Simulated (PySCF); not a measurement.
dichloro(disilanyl)silane (Cl₂H₆Si₃), SMILES [SiH3][SiH2][SiH](Cl)Cl.

Geometry optimised at B3LYP-D3(BJ)/def2-SVP. The values are those of a single conformer.

Vertical ionisation energy (IE) and electron affinity (EA) in eV. Rows of orbital energies are one-electron estimates. Where ΔSCF, EOM or ADC give a negative EA the extra electron is unbound and the value depends on the basis.

```
level                                           IE     EA
--------------------------------------------  ----  -----
−ε(HOMO), −ε(LUMO), M06-2X/def2-TZVP (PySCF)  9.10  -0.05
−ε(HOMO), −ε(LUMO), PBE/def2-TZVP (PySCF)        …      …
```

### Question
What belongs in the gaps? (The exact figures need the calculation; the answer reports its results.)

### Answer

- −ε(HOMO), −ε(LUMO), PBE/def2-TZVP (PySCF), IE: 6.96
- −ε(HOMO), −ε(LUMO), PBE/def2-TZVP (PySCF), EA: 1.59
